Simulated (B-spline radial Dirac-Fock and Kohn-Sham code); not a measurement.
The Br-like isoelectronic sequence (35 electrons), Z = 35 to 50

The computed values come from a radial B-spline solver: relaxed Dirac-Fock hole states (ΔSCF) with Breit and QED corrections and a finite nucleus. Binding energies in eV, tabulated ground configurations ([Ar] 3d10 4s2 4p5 throughout). The model has no electron correlation.

```tsv
ion	1s	3s	3d3/2	outermost level	NIST ionisation energy
Br	13481.8	268.3	77.64	11.53 (4p)	11.81381
Kr⁺	14339.5	308.9	106.4	24.15 (4p)	24.35984
Rb²⁺	15227.6	353.5	139.0	39.10 (4p)	39.247
Sr³⁺	16146.2	401.8	175.1	56.22 (4p)	56.28
Zr⁵⁺	18074.6	509.5	257.7	96.54 (4p)	96.38 ± 0.04
Nb⁶⁺	19084.8	568.7	304.0	119.6 (4p)	119.1 ± 0.4
Mo⁷⁺	20125.8	631.4	353.5	144.6 (4p)	143.6 ± 1
Tc⁸⁺	21197.8	697.5	406.3	171.5 (4p)	169 ± 2.2
Ru⁹⁺	22301.0	767.1	462.3	200.2 (4p)	198 ± 2.2
Rh¹⁰⁺	23435.6	840.2	521.4	230.8 (4p)	228 ± 2.4
Pd¹¹⁺	?	?	?	?	?
Ag¹²⁺	25799.8	996.9	649.2	297.4 (4p)	294 ± 3
Cd¹³⁺	27029.9	1080.4	717.9	333.5 (4p)	329 ± 3
In¹⁴⁺	28292.4	1167.4	789.6	371.3 (4p)	368 ± 3
Sn¹⁵⁺	29587.3	1257.9	864.5	411.0 (4p)	407 ± 3
```

Question: Fill in the row of Pd¹¹⁺.

Answer: 1s 24601.8, 3s 916.8, 3d3/2 583.7, outermost 263.2 (4p), NIST 260 ± 2.5 eV.

NIST's values are for the lowest levels; a dash marks a value that is missing or belongs to another shell. Their kind here: measured, semi-empirical, theoretical. Where a p, d or f shell is open in either ion the computed value averages over both j values and all terms, while the table refers to the lowest levels; that difference holds spin-orbit splitting (largest in heavy or highly charged ions), term energies where several electrons share open shells, and correlation, and it can reach 10 % or more.
